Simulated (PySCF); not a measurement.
PySCF input for GeH3, SMILES [GeH3+], charge +1, PBE/pcSseg-2. The structure is a stationary point at B3LYP-D3(BJ)/def2-TZVPD.

```python
import numpy as np
from pyscf import gto, scf, dft
from pyscf.prop.nmr import rks as nmr

mol = gto.M(
    atom='''
    Ge   -0.00000000    0.00000000    0.00000000
    H     1.52430209    0.00000000    0.00000000
    H    -0.76215104    1.32008433    0.00000000
    H    -0.76215104   -1.32008433    0.00000000
    ''',
    basis='pcSseg-2',
    charge=1,
    spin=0,
    max_memory=1600,
    verbose=3,
)
mf = dft.RKS(mol, xc='pbe')
mf.grids.level = 3
mf.conv_tol = 1e-10
mf.max_cycle = 100
mf.kernel()
n = nmr.NMR(mf)
n.verbose = 2
n.max_cycle_cphf = 60
sigma = n.kernel()
print('atom   isotropic/ppm   span/ppm')
for i, s in enumerate(sigma):
    w = np.linalg.eigvalsh((s + s.T) / 2)
    print(f'{mol.atom_symbol(i):2s}{i + 1:3d} {w.mean():14.3f} {w[2] - w[0]:11.3f}')
```

It prints:

```
converged SCF energy = -2078.17691208372
atom   isotropic/ppm   span/ppm
Ge  1        431.077    1523.920
H   2         21.785       9.789
H   3         21.785       9.789
H   4         21.785       9.789
```

The run converged.

Cost: very roughly 6 core-seconds.
